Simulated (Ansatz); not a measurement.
CH5AsOSi can be A, `O=C([SiH3])[AsH2]`, or B, `C1O[SiH2][AsH]1`.

Gas-phase electronic energies from Ansatz, PBE0-D4/def2-TZVP geometries. CBS: MP2 limit from def2 TZ/QZ plus the TZ coupled-cluster correction, frozen cores. Functionals use def2-TZVPP. B3LYP here is the variant with VWN-RPA as its local correlation; programs differ in this. For As outer-core shells are correlated without core-valence functions, which leaves a few kJ/mol of doubt a bond. Scalar relativity is left out up to krypton.

Q: Which isomer does CCSD(T)/CBS put lower? Give the gap. (An estimate is asked.)

A: The calculation gave: B, by 35.3 kcal/mol.

Q: Give E(B) − E(A) in kcal/mol with ωB97M-V, CCSD/def2-TZVPP, HF/def2-TZVPP, B3LYP-D4, MP2/def2-TZVPP, B3LYP, PBE-D4. (An estimate is asked.)

A: Ansatz gave: ωB97M-V -34.7, CCSD/def2-TZVPP -34.5, HF/def2-TZVPP -31.7, B3LYP-D4 -29.9, MP2/def2-TZVPP -37.2, B3LYP -29.5, PBE-D4 -30.5. None reverses the order clearly.

Largest T1 diagnostic: 0.015.

In def2-TZVPP, CCSD(T) changes the Hartree–Fock value by −2.1 kcal/mol (the triples alone add +0.7 kcal/mol) and MP2 by −5.5 kcal/mol. From PBE to PBE0 (25 % exact exchange), in def2-TZVPP and without D4, E(B) − E(A) moves by −5.0 kcal/mol.
